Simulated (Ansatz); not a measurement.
ethoxymethyl(methyl)silane (C₄H₁₂OSi), SMILES CCOC[SiH2]C.

Coordinates come from a B3LYP-D3(BJ)/def2-SVP optimisation. The values are those of a single conformer.

Two levels are set side by side: PBE/def2-SVPD (Ansatz, a program for electronic structure) and CAM-B3LYP/def2-SVPD (Ansatz). Energy differences of separate SCF runs at the same geometry; the states with an electron removed or added have multiplicity 2 and 2. Differences are taken from unrounded values.

```csv
quantity,PBE
vertical ionisation energy (eV),8.58
vertical singlet–triplet gap (eV),5.64
```

These are the PBE values. What does CAM-B3LYP give? (The exact figures need the calculation; the answer reports its results.)


| quantity | CAM-B3LYP | PBE minus CAM-B3LYP |
|---|---|---|
| vertical ionisation energy (eV) | 9.04 | -0.46 |
| vertical singlet–triplet gap (eV) | 6.44 | -0.80 |
